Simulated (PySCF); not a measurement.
Computed beside measured shifts: Diethyl(octyl)phosphine oxide (C12H27OP)

System: Diethyl(octyl)phosphine oxide (C12H27OP), SMILES CCCCCCCCP(=O)(CC)CC.

Atom-mapped SMILES (hydrogens are numbered by the atom that bears them): [CH3:1][CH2:2][CH2:3][CH2:4][CH2:5][CH2:6][CH2:7][CH2:8][P:9](=[O:10])([CH2:11][CH3:12])[CH2:13][CH3:14]

Method: GIAO PBE0/pcSseg-2, gas phase, PySCF SCF with an in-house response code, fitting set def2-universal-JFIT up to Ne and JKFIT beyond, grid level 2, non-relativistic, on the PBE0-D3(BJ)/def2-SVP geometry.

One optimised conformer. Values are averaged over the atoms that symmetry or fast rotation interchanges, on this one geometry and without vibrational averaging. Shifts are the reference shielding less the shielding here, at the same level (13C, 1H against isolated TMS; 17O against isolated H2O; 31P against isolated H3PO4); nuclei without a reference have shieldings only.

Problem. What shifts does this level give for P9, and how do they compare with measurement?

Solution. 
| atom | nucleus | computed / ppm | measured / ppm | computed less measured | measured against | medium of the measurement |
| --- | --- | --- | --- | --- | --- | --- |
| P9 | 31P | 24.3 | 51.4 | -27.1 | 85 % H3PO4 | CDCl3 |

Computed 19F and 31P shifts carry an offset from the reference molecule (CFCl3 is hard for DFT, lone H3PO4 or PH3 isn't the 85 % acid), so differences between compounds are more accurate than the values.

Measured values: supporting information or article, doi 10.1039/c2cc33908k.
